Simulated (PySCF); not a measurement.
A calculated (TPSS, PySCF 2.14, x2c-TZVPall, the spin-free X2C one-electron Hamiltonian (Gaussian nucleus)) atom or ion has these occupied shells.

| shell | electrons | orbital energy (eV) | rms radius, mean of both spins (bohr) |
| --- | --- | --- | --- |
| 1s α | 1 | -30278.2 | 0.0325 |
| 1s β | 1 | -30278.1 | 0.0325 |
| 2s α | 1 | -4608.7 | 0.133 |
| 2s β | 1 | -4608.7 | 0.133 |
| 2p α | 3 | -4138.4 | 0.118 |
| 2p β | 3 | -4138.4 | 0.118 |
| 3s α | 1 | -905.63 | 0.353 |
| 3s β | 1 | -905.59 | 0.353 |
| 3p α | 3 | -751.59 | 0.354 |
| 3p β | 3 | -751.54 | 0.354 |
| 3d α | 5 | -515.47 | 0.332 |
| 3d β | 5 | -515.42 | 0.332 |
| 4s α | 1 | -149.36 | 0.842 |
| 4s β | 1 | -149.22 | 0.842 |
| 4p α | 3 | -102.19 | 0.911 |
| 4p β | 3 | -102.05 | 0.911 |
| 4d α | 5 | -33.347 | 1.12 |
| 4d β | 5 | -33.059 | 1.12 |
| 5s α | 1 | -13.488 | 2.39 |
| 5s β | 1 | -11.265 | 2.39 |
| 5p α | 3 | -5.454 | 3.03 |

(1) Name the element and its charge.

## Answers

(1) Sb (antimony, neutral), in [Kr] 4d10 5s2 5p3, high-spin 4S determinant.
